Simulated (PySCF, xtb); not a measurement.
**Two isomers of C2H4BF**

We compare X, `B/C=C\F`, a singlet, with Y, `B/C=C/F`, a singlet. Both are isolated molecules in the gas phase, relaxed with PBE-D3(BJ)/def2-SVP; the shapes shown needn't be the lowest conformers.

X (Å):

```xyz
8

C    -0.6109    0.4766   -1.5524
C     0.3641   -0.1616   -0.8590
B    -0.7193    2.0039   -1.6918
F     1.3447    0.4687   -0.2174
H     0.0979    2.7338   -1.1652
H    -1.6291    2.4946   -2.3333
H    -1.3392   -0.2081   -2.0198
H     0.4590   -1.2585   -0.7461
```

Y (Å):

| atom | x (Å) | y (Å) | z (Å) |
| --- | --- | --- | --- |
| C | -0.6372 | 0.4440 | -1.3982 |
| C | 0.4434 | 0.2120 | -0.6144 |
| B | -0.7831 | 1.8210 | -2.0511 |
| F | 0.6725 | -0.9455 | 0.0024 |
| H | 0.0712 | 2.6680 | -1.8501 |
| H | -1.7308 | 2.0883 | -2.7645 |
| H | -1.3563 | -0.3842 | -1.5204 |
| H | 1.2360 | 0.9554 | -0.4108 |

Quicker runs give these differences E(Y) − E(X): GFN2-xTB −0.066 eV; HF/STO-3G −0.057 eV (at GFN2-xTB geometries); r2SCAN-D4/def2-SVP −0.078 eV (at GFN2-xTB geometries).

**Question.** Estimate E(Y) − E(X) at the level CCSD(T)/def2-SVP + ΔMP2/def2-TZVPP.

**Answer.** Calculated at CCSD(T)/def2-SVP + ΔMP2/def2-TZVPP: E(Y) − E(X) = −0.114 eV, so structure Y lies lower.

Level by level:

| level | geometry | E(Y) − E(X) (eV) | departure from the last row (eV) | job, with rough time for the two |
| --- | --- | --- | --- | --- |
| GFN2-xTB | GFN2-xTB | −0.066 | +0.048 | optimisation, 0.18 s |
| HF/STO-3G | GFN2-xTB | −0.057 | +0.057 | single point, 3.6 s |
| r2SCAN-D4/def2-SVP | GFN2-xTB | −0.078 | +0.036 | single point, 28 s |
| PBE-D3(BJ)/def2-SVP | PBE-D3(BJ)/def2-SVP | −0.098 | +0.016 | optimisation, 9.5 min |
| HF/def2-SVP | PBE-D3(BJ)/def2-SVP | −0.084 | +0.031 | part of the CCSD(T) run |
| MP2/def2-SVP | PBE-D3(BJ)/def2-SVP | −0.093 | +0.021 | part of the CCSD(T) run |
| CCSD(T)/def2-SVP | PBE-D3(BJ)/def2-SVP | −0.084 | +0.030 | single point |
| CCSD(T)/def2-SVP + ΔMP2/def2-TZVPP | PBE-D3(BJ)/def2-SVP | −0.114 |  | single point, 80 s |

As drawn, both hold the same kinds of bond in the same numbers.

The levels shown agree on the order. The largest departure from CCSD(T)/def2-SVP + ΔMP2/def2-TZVPP is that of HF/STO-3G, 0.057 eV. The last row adds to CCSD(T) the change of the MP2 difference between the two basis sets, here −0.030 eV.

With harmonic frequencies from PBE-D3(BJ)/def2-SVP (ideal gas, rigid rotor, one conformer each, 298.15 K, 1 atm): the zero-point term adds −0.001 eV; ΔH is −0.115 and ΔG −0.112 eV.

The correlated steps freeze 4 core orbitals. Codes used: PySCF 2.14.0, xtb 6.7.1; the last row on 2 threads of Intel(R) Xeon(R) Processor @ 2.50GHz (Skylake/Cascade Lake) on a shared host.
